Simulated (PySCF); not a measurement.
# Bromine: a sound run and one with changed settings

Sound run: Br⁺ [Ar] 3d10 4s2 4p4, Br²⁺ [Ar] 3d10 4s2 4p3. Calculation: PySCF 2.14, in jorge-DZP-DKH (8s6p2d1f, 43 functions); scalar relativity by spin-free X2C-1e. In the sound run the correlated levels freeze [Ar] 3d10. The sound run starts from symmetry-adapted Hartree-Fock orbitals and uses a fine grid where one is needed.

Changed run: a valence shell is frozen. This setting is unsound on purpose.

| species | method | sound run (hartree) | changed run (hartree) | converged |
| --- | --- | --- | --- | --- |
| Br⁺ | MP2 | -2603.90941 | -2603.88788 | yes |
| Br⁺ | CCSD(T) | -2603.91563 | -2603.88969 | yes |
| Br²⁺ | MP2 | -2603.16004 | -2603.13722 | yes |
| Br²⁺ | CCSD(T) | -2603.16548 | -2603.13796 | yes |

Ionisation energy of Br⁺:

```json
{"method": "UHF", "sound run (eV)": "20.230", "changed run (eV)": "20.230"}
{"method": "MP2", "sound run (eV)": "20.391", "changed run (eV)": "20.426"}
{"method": "SCS-MP2", "sound run (eV)": "20.399", "changed run (eV)": "20.472"}
{"method": "CCSD", "sound run (eV)": "20.410", "changed run (eV)": "20.454"}
{"method": "CCSD(T)", "sound run (eV)": "20.413", "changed run (eV)": "20.456"}
```

Freezing a valence shell removes pair correlation that changes on ionisation.

For comparison, NIST gives 21.591 eV between the lowest levels.
